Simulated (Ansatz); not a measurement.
**Counterpoise correction, worked out**

The pair of K⁺ (SMILES [K+], atom 1) and F⁻ (SMILES [F-], atom 2), both closed shells, in one local arrangement (a lower one may exist), relaxed at PBE0-D4/def2-TZVP:

```tsv
atom	x (Å)	y (Å)	z (Å)
K1	0.0000	0.0000	-1.0942
F2	0.0000	0.0000	1.0942
```

Ansatz 0.2.0; basis: def2-TZVPPD; cores frozen in the correlated methods. The outer core shell of Li, Na, Mg and K is correlated. The def2 sets are not built for correlating such inner shells, so the correlated values are less sure here.

CCSD(T) total energies in eV:

| system | geometry | basis functions | energy |
| --- | --- | --- | --- |
| pair | pair | all | -19024.33609 |
| K⁺ | as in the pair | all (partner as ghosts) | -16304.28149 |
| F⁻ | as in the pair | all (partner as ghosts) | -2714.26235 |
| K⁺ | as in the pair | its own | -16304.24723 |
| F⁻ | as in the pair | its own | -2714.25079 |
| K⁺ | free (PBE0-D4 minimum) | its own | -16304.24723 |
| F⁻ | free (PBE0-D4 minimum) | its own | -2714.25079 |

Q: Work out the interaction energy with and without the counterpoise correction, the superposition error, and the binding energy from the relaxed fragments.

A: Without correction: -19024.33609 − (-16304.24723) − (-2714.25079) = -5.83807 eV.
With correction (each fragment in the whole basis): -19024.33609 − (-16304.28149) − (-2714.26235) = -5.79225 eV = -133.57 kcal/mol.
The superposition error is the difference, 0.04582 eV, 1 % of the uncorrected value: each fragment borrows its partner's functions.
Deformation from the free shapes: 0.00000 eV for K⁺ and 0.00000 eV for F⁻.
Binding energy from relaxed fragments: -5.79225 + 0.00000 + 0.00000 = -5.79225 eV = -133.57 kcal/mol (electronic, without zero-point energy; negative means bound). For comparison, the corrected interaction energy by CCSD(T) at an estimated basis limit (MP2 extrapolated from triple and quadruple zeta, plus CCSD(T) − MP2 in triple zeta) is -5.986 eV; triple zeta with the correction binds less.

The T1 diagnostic stays at or below 0.028.

For scale, one of the runs: CCSD(T)/def2-TZVPPD, 76 basis functions, launched by `ansatz run in.yaml --threads 2 --pin off --events-out ev --progress --plain --max-ram 5222MiB`. Hardware: 2 CPU threads of an Arm Neoverse V2, shared host. Wall time about 0.75 s.
